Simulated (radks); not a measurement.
Excited configurations of neutral technetium: one electron is placed in a higher orbital outside [Kr] 4d5 5s1. The ground configuration is [Kr] 4d5 5s2. Calculated with a radial shooting solver on a logarithmic mesh with Libxc functionals: Dirac Kohn-Sham, LDA (Slater exchange, Perdew-Wang correlation), spin-unpolarised, spherical densities, finite nucleus; open shells fill j = l - 1/2 first; Fermi nuclear charge, rms radius 4.4112 fm. Excitation = E - E(ground); binding = E(ion) - E, where the ion is the core of charge +1; n* = 1/sqrt(2 binding) in atomic units, and the quantum defect is n - n*.

| outer orbital | excitation (eV) | binding (eV) | n* | quantum defect | eigenvalue (eV) | <r> (bohr) |
|---|---|---|---|---|---|---|
| 5p1/2 | 3.715 | 4.690 | 1.703 | 3.297 | -2.299 | 4.364 |
| 5d3/2 | 6.754 | 1.651 | 2.871 | 2.129 | -0.726 | 9.808 |
| 5f5/2 | 7.768 | 0.637 | 4.622 | 0.378 | -0.370 | 29.15 |
| 6s1/2 | 5.919 | 2.486 | 2.339 | 3.661 | -1.457 | 8.713 |
| 6p1/2 | 6.589 | 1.816 | 2.737 | 3.263 | -1.035 | 11.11 |
| 6d3/2 | 7.382 | 1.022 | 3.648 | 2.352 | -0.576 | 18.85 |
| 6f5/2 | 7.943 | 0.462 | 5.427 | 0.573 | -0.290 | 43.64 |
| 7p1/2 | 7.366 | 1.039 | 3.619 | 3.381 | -0.642 | 20.44 |
| 7d3/2 | 7.725 | 0.680 | 4.474 | 2.526 | -0.422 | 30.57 |
| 7f5/2 | 8.056 | 0.349 | 6.243 | 0.757 | -0.230 | 60.76 |

The Delta-SCF ionisation energy is 8.405 eV (NIST Atomic Spectra Database: 7.119 eV, measured). Self-interaction in the functional shifts the binding energies and quantum defects, so they are the method's values and not measured ones. Spin polarisation and multiplet splitting are left out, so open shells lie too high by an amount that depends on their filling.

Beside tabulated values, note that spin-unpolarised runs miss the spin-polarisation part of the exchange energy of open shells.
